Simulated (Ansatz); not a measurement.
Ansatz (an electronic-structure program) input (B3LYP/LANL2DZ): The .json file is the Basis Set Exchange's LANL2DZ.

Ansatz 0.2 input:
```yaml
crystal:
  periodic: [false, false, false]
  atoms:
    - {symbol: N, position_ang: [1.37484500, -0.35074800, 0.28948200]}
    - {symbol: Si, position_ang: [-0.01613700, 0.43703000, -0.36254900]}
    - {symbol: N, position_ang: [-1.37373800, -0.44073900, 0.21724900]}
    - {symbol: H, position_ang: [2.24387100, 0.15246100, 0.38273800]}
    - {symbol: H, position_ang: [1.53291300, -1.33283800, 0.12230600]}
    - {symbol: H, position_ang: [0.12765300, 1.85147500, 0.12077300]}
    - {symbol: H, position_ang: [-2.26368000, -0.43373300, -0.25025500]}
    - {symbol: H, position_ang: [-1.42258300, -0.81538600, 1.15300300]}
basis:
  gaussian:
    orbitals: LANL2DZ.json
hamiltonian:
  xc: {name: B3LYP}
magnetization: {spin_polarized: true, initial_magnetization: 1}
relax: {f_tol: 0.003, max_steps: 120}
```

Output:

```
Functional definition: B3LYP
integrals: 0.01 GiB planned
535 factors; integrals over basis functions are off by at most 2.4e-4 eV
mean field: 0.13 GiB planned
mean field evaluation 1: about -3155.5272 eV, gradient 5.1e1 eV
mean field evaluation 2: about -3133.9092 eV, gradient 8.1e1 eV
mean field evaluation 4: about -3166.7376 eV, gradient 5.2e0 eV
mean field evaluation 8: about -3166.8388 eV, gradient 1.8e-2 eV
mean field -3166.83884435 eV, -116.3791809696 hartree, gradient 2.1e-5 eV, S^2 0.751533; 0 other end points of the search recorded, 0 dependent functions left out
the calculation of the forces begins
reference -3166.83904897 eV, -116.3791884890 hartree; 12, 11 occupied and 24, 25 virtual orbitals, 535 factors
relax step   1: F+E_penalty+E_count = -3166.83884435 eV  Δ(F+E_penalty+E_count) = +0.000e0 eV  max|allowed force component| = 6.181e-1 eV/Å  Δτ_max = 0.0000 Å  (25 SCF iters, accepted)
these checks for a lower state are left out or cut short: starts, cluster_reference, orbital_swaps, neighbouring_geometries, increment
integrals: 0.01 GiB planned
535 factors; integrals over basis functions are off by at most 2.4e-4 eV
mean field: 0.13 GiB planned
mean field evaluation 16: about -3166.8211 eV, gradient 3.6e0 eV
mean field -3166.90337246 eV, -116.3815523337 hartree, gradient 1.7e-5 eV, S^2 0.751599; 0 other end points of the search recorded, 0 dependent functions left out
the calculation of the forces begins
reference -3166.90357923 eV, -116.3815599323 hartree; 12, 11 occupied and 24, 25 virtual orbitals, 535 factors
relax step   2: F+E_penalty+E_count = -3166.90337246 eV  Δ(F+E_penalty+E_count) = -6.453e-2 eV  max|allowed force component| = 4.965e-1 eV/Å  Δτ_max = 0.0725 Å  (26 SCF iters, accepted)
these checks for a lower state are left out or cut short: starts, cluster_reference, orbital_swaps, neighbouring_geometries, increment
integrals: 0.01 GiB planned
535 factors; integrals over basis functions are off by at most 2.4e-4 eV
mean field: 0.13 GiB planned
mean field -3166.91384529 eV, -116.3819372032 hartree, gradient 8.9e-5 eV, S^2 0.751630; 0 other end points of the search recorded, 0 dependent functions left out
the calculation of the forces begins
reference -3166.91405153 eV, -116.3819447824 hartree; 12, 11 occupied and 24, 25 virtual orbitals, 535 factors
relax step   3: F+E_penalty+E_count = -3166.91384529 eV  Δ(F+E_penalty+E_count) = -1.047e-2 eV  max|allowed force component| = 2.502e-1 eV/Å  Δτ_max = 0.0519 Å  (24 SCF iters, accepted)
these checks for a lower state are left out or cut short: starts, cluster_reference, orbital_swaps, neighbouring_geometries, increment
integrals: 0.01 GiB planned
535 factors; integrals over basis functions are off by at most 2.4e-4 eV
mean field: 0.13 GiB planned
mean field evaluation 32: about -3166.9157 eV, gradient 8.4e-5 eV
mean field -3166.91566580 eV, -116.3820041055 hartree, gradient 8.4e-5 eV, S^2 0.751622; 0 other end points of the search recorded, 0 dependent functions left out
the calculation of the forces begins
reference -3166.91587215 eV, -116.3820116889 hartree; 12, 11 occupied and 24, 25 virtual orbitals, 535 factors
relax step   4: F+E_penalty+E_count = -3166.91566580 eV  Δ(F+E_penalty+E_count) = -1.821e-3 eV  max|allowed force component| = 7.227e-2 eV/Å  Δτ_max = 0.0166 Å  (25 SCF iters, accepted)
these checks for a lower state are left out or cut short: starts, cluster_reference, orbital_swaps, neighbouring_geometries, increment
integrals: 0.01 GiB planned
535 factors; integrals over basis functions are off by at most 2.4e-4 eV
mean field: 0.13 GiB planned
mean field -3166.91574315 eV, -116.3820069480 hartree, gradient 9.0e-5 eV, S^2 0.751571; 0 other end points of the search recorded, 0 dependent functions left out
the calculation of the forces begins
reference -3166.91594859 eV, -116.3820144979 hartree; 12, 11 occupied and 24, 25 virtual orbitals, 535 factors
relax step   5: F+E_penalty+E_count = -3166.91574315 eV  Δ(F+E_penalty+E_count) = -7.735e-5 eV  max|allowed force component| = 3.813e-2 eV/Å  Δτ_max = 0.0513 Å  (25 SCF iters, accepted)
these checks for a lower state are left out or cut short: starts, cluster_reference, orbital_swaps, neighbouring_geometries, increment
integrals: 0.01 GiB planned
535 factors; integrals over basis functions are off by at most 2.4e-4 eV
mean field: 0.13 GiB planned
mean field -3166.91622451 eV, -116.3820246377 hartree, gradient 8.5e-5 eV, S^2 0.751590; 0 other end points of the search recorded, 0 dependent functions left out
the calculation of the forces begins
reference -3166.91643025 eV, -116.3820321986 hartree; 12, 11 occupied and 24, 25 virtual orbitals, 535 factors
relax step   6: F+E_penalty+E_count = -3166.91622451 eV  Δ(F+E_penalty+E_count) = -4.814e-4 eV  max|allowed force component| = 1.943e-2 eV/Å  Δτ_max = 0.0199 Å  (26 SCF iters, accepted)
these checks for a lower state are left out or cut short: starts, cluster_reference, orbital_swaps, neighbouring_geometries, increment
integrals: 0.01 GiB planned
535 factors; integrals over basis functions are off by at most 2.4e-4 eV
mean field: 0.13 GiB planned
mean field -3166.91622778 eV, -116.3820247581 hartree, gradient 6.8e-5 eV, S^2 0.751601; 0 other end points of the search recorded, 0 dependent functions left out
the calculation of the forces begins
reference -3166.91643351 eV, -116.3820323186 hartree; 12, 11 occupied and 24, 25 virtual orbitals, 535 factors
relax step   7: F+E_penalty+E_count = -3166.91622778 eV  Δ(F+E_penalty+E_count) = -3.276e-6 eV  max|allowed force component| = 1.356e-2 eV/Å  Δτ_max = 0.0026 Å  (19 SCF iters, accepted)
these checks for a lower state are left out or cut short: starts, cluster_reference, orbital_swaps, neighbouring_geometries, increment
integrals: 0.01 GiB planned
535 factors; integrals over basis functions are off by at most 2.4e-4 eV
mean field: 0.13 GiB planned
mean field -3166.91625745 eV, -116.3820258483 hartree, gradient 4.5e-5 eV, S^2 0.751596; 0 other end points of the search recorded, 0 dependent functions left out
the calculation of the forces begins
reference -3166.91646322 eV, -116.3820334101 hartree; 12, 11 occupied and 24, 25 virtual orbitals, 535 factors
relax step   8: F+E_penalty+E_count = -3166.91625745 eV  Δ(F+E_penalty+E_count) = -2.967e-5 eV  max|allowed force component| = 2.435e-3 eV/Å  Δτ_max = 0.0025 Å  (20 SCF iters, accepted)
integrals: 0.01 GiB planned
535 factors; integrals over basis functions are off by at most 2.4e-4 eV
mean field: 0.13 GiB planned
mean field evaluation 64: about -3166.9163 eV, gradient 4.5e-4 eV
mean field -3166.91625745 eV, -116.3820258483 hartree, gradient 4.5e-5 eV, S^2 0.751596; 1 other end points of the search recorded, 0 dependent functions left out
the calculation of the forces begins
reference -3166.91646322 eV, -116.3820334101 hartree; 12, 11 occupied and 24, 25 virtual orbitals, 535 factors
Total energy: -3166.91646322 eV, -116.3820334101 hartree
Atom 0 at     1.399468    -0.349640     0.204043 Å, force     0.001686     0.001992     0.002435 eV/Å
Atom 1 at    -0.027432     0.460677    -0.405229 Å, force    -0.001172    -0.002243    -0.002142 eV/Å
Atom 2 at    -1.407366    -0.389202     0.253590 Å, force    -0.000745    -0.000757    -0.001360 eV/Å
Atom 3 at     2.228397     0.149308     0.506390 Å, force     0.001293    -0.000516    -0.000188 eV/Å
Atom 4 at     1.535502    -1.351599     0.129742 Å, force    -0.001964     0.000577    -0.000592 eV/Å
Atom 5 at     0.151055     1.881162     0.068210 Å, force     0.000495     0.000057     0.001221 eV/Å
Atom 6 at    -2.303571    -0.433245    -0.214182 Å, force    -0.000893     0.000309     0.000701 eV/Å
Atom 7 at    -1.372908    -0.899939     1.130183 Å, force     0.001301     0.000581    -0.000075 eV/Å
Dipole moment:     0.064092    -0.229715     0.107938 e Å
```

The geometry given is a B3LYP-D3(BJ)/def2-TZVP minimum.
